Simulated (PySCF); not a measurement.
Vertical excitations of a molecule C₅H₄F₂O from TDA-PBE/def2-SVPD (PySCF 2.14.0), as energy in eV (oscillator strength): 4.18 (0.072), 5.54 (0.120), 5.90 (0.020), 6.03 (0.004), 6.04 (0.005), 6.37 (0.003). Lowest triplet (TDA): 3.08 eV. Geometry: PBE-D3(BJ)/def2-SVP. Other conformers were not sampled.

**Question.** Which structure fits?
A. C=C1COC(F)=C1F
B. C=C1OC=C(F)[C@H]1F
C. C=C1C(=O)[C@H](F)[C@@H]1F
D. F/C=C/C1=C(F)CO1

**Answer.** B, C=C1OC=C(F)[C@H]1F
